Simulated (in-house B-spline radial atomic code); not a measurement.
Configurations of Ne⁺, with energies counted from [He] 2s2 2p5. Method: scalar-relativistic (X2C) RPBE, spin-polarised, spherical fractional occupations, Fermi nucleus of rms radius 3.0055 fm. Calculated with a radial B-spline atomic code at the basis-set limit. Shells without spins written out take the highest spin.

Occupations are held fixed; configurations that lie above the ionisation limit could autoionise.

```
                             configuration  E - E(ref) (eV)  highest orbital  its <r> (bohr)
                          [He] 2s2 2p4 3s1           27.253            3s up           3.047
[He] 2s2 2p(3 up, 1 down) 3s(0 up, 1 down)           27.603          3s down           3.111
[He] 2s2 2p(3 up, 1 down) 3p(1 up, 0 down)           30.795            3p up           3.616
                          [He] 2s1 2p5 3p1           54.301            3p up           3.617
                          [He] 2s1 2p5 3d1           58.222            3d up           4.876
```

Task: Order these further configurations by energy, lowest first.
A. [He] 2s1 2p5 3s1
B. [He] 2s2 2p4 3d1
C. [He] 2s1 2p6
D. [He] 2s(1 up, 0 down) 2p(3 up, 2 down) 3s(0 up, 1 down)
E. [He] 2s(0 up, 1 down) 2p(3 up, 2 down) 3p(1 up, 0 down)

Result: C (23.477 eV), B (34.731 eV), A (50.734 eV), D (51.091 eV), E (56.766 eV).
